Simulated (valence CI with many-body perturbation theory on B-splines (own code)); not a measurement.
The numbers below are computed, except where a source is named.
## Br²⁹⁺: what the settings do

Level of theory: relativistic CI+MBPT: four valence electrons over a frozen Dirac-Fock core [He], a basis of 6 s, 6 p, 5 d, 3 f, 1 g functions for each j, with the one-electron correlation potential Σ1 (screened to all orders), the two-electron term Σ2, the three-electron term Σ3, Breit, model QED; selected single and double excitations, second order for the rest (own B-spline code, finite nucleus).

The last digits are not significant, and no measured levels were compared; by estimate large intervals hold to a few tenths of a per cent, small ones and those within an open d or f shell to about a per cent.

The reference run has the lowest level (2s^2 2p1/2^2) J=0 and an ionisation energy of 3366.82 eV. Its largest variational space holds 10000 state functions.

Levels are named by their leading jj configuration (3d3/2^4 stands for four electrons in 3d with j = 3/2), which in mixed levels can hold well under half, so a name can repeat and another be missing. Letters in brackets count levels of one name in rising energy.

Reference levels: (2s^2 2p1/2 2p3/2) J=1 345015, (2s^2 2p1/2 2p3/2) J=2 423744, (2s^2 2p3/2^2) J=2 826824, (2s^2 2p3/2^2) J=0 1012800, (2s 2p1/2^2 2p3/2) J=2 1083000, (2s 2p1/2^2 2p3/2) J=1 1434100, (2s 2p1/2 2p3/2^2) J=2 [a] 1528220, (2s 2p1/2 2p3/2^2) J=3 1646780, (2s 2p1/2 2p3/2^2) J=0 1810920, (2s 2p1/2 2p3/2^2) J=1 [a] 1851930, (2s 2p1/2 2p3/2^2) J=2 [b] 1912530, (2s 2p1/2 2p3/2^2) J=1 [b] 2007430 cm⁻¹.

(1) Rank these changes by the mean size of the shift of these levels, smallest first.
A. selection threshold (hartree) 2e-08 → 1e-05
B. scale of Σ1 1 → 3
C. shift of the energy in Σ1 (hartree) 0 → -18.15; scale of Σ1 1 → 0.9

Results:

(1) A (7.7 cm⁻¹), C (98 cm⁻¹), B (1700 cm⁻¹).
